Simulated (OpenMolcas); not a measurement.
Consider [Cu2(μ-F)2(H2O)4]2+, a planar model complex in vacuum (2 bridging F, bridge angle 98°, metal-metal distance 2.84 Å, Cu–F 1.88 Å; typed geometry, not optimised).

```xyz
16

Cu    -1.4204     0.0000     0.0000
Cu     1.4204     0.0000     0.0000
F      0.0000     1.2347     0.0000
F      0.0000    -1.2347     0.0000
O     -2.8063     1.3859     0.0000
H     -3.2191     1.7987     0.7747
H     -3.2191     1.7987    -0.7747
O     -2.8063    -1.3859     0.0000
H     -3.2191    -1.7987     0.7747
H     -3.2191    -1.7987    -0.7747
O      2.8063     1.3859     0.0000
H      3.2191     1.7987     0.7747
H      3.2191     1.7987    -0.7747
O      2.8063    -1.3859     0.0000
H      3.2191    -1.7987     0.7747
H      3.2191    -1.7987    -0.7747
```

Problem. Give the energies of the total-spin states at CASSCF(2,2) on the singly occupied d orbitals (ANO-RCC-VDZP on Cu, F, O and ANO-RCC-VDZ on H, scalar-relativistic DKH2, RICD, no spin-orbit coupling, OpenMolcas), and the exchange constant.

Solution. Local spins 1/2 and 1/2.

```tsv
total S	E (cm⁻¹)	natural occupations, lowest and highest
1	0.0	1.000, 1.000
0	14.0	0.981, 1.019
```

J = 7.0 cm⁻¹ (ferromagnetic).

J is defined by H = −2J S1·S2, so negative values are antiferromagnetic. Wave-function values come from the highest and lowest total spin; broken-symmetry values use Yamaguchi's formula with the computed ⟨S²⟩. The active space holds the singly occupied metal orbitals alone, without bridging-ligand orbitals. No row is a measured value.
